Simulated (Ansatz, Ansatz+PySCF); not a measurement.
```yaml
atoms:
  - { symbol: O, position_ang: [0.0000, 0.0000, -0.0976] }
  - { symbol: H, position_ang: [0.0000, 0.0000, 0.7811] }
```

Basis set: 6-31G (spherical functions). Left uncorrelated: 1 orbital. Charge 0, multiplicity 2.

Computed with Ansatz (development build ahead of 0.2.0); each method stands on the lowest determinant of its kind that the runs found.

Give the atomization energy at this shape (free ground-state atoms in the same class of orbitals less the molecule, no zero-point energy) of doublet OH by PBE0 (unrestricted), UHF-CCSD(T), UHF-MP2, UHF, ROHF.

```json
{"method": "PBE0 (unrestricted)", "atomization energy": "3.60 eV"}
{"method": "UHF-CCSD(T)", "atomization energy": "3.03 eV"}
{"method": "UHF-MP2", "atomization energy": "3.00 eV"}
{"method": "UHF", "atomization energy": "2.06 eV"}
{"method": "ROHF", "atomization energy": "2.08 eV"}
```

Caution: the shape is not the minimum.

This basis has no polarisation functions and is too small for such energies, which can lie far from measured ones in either direction.
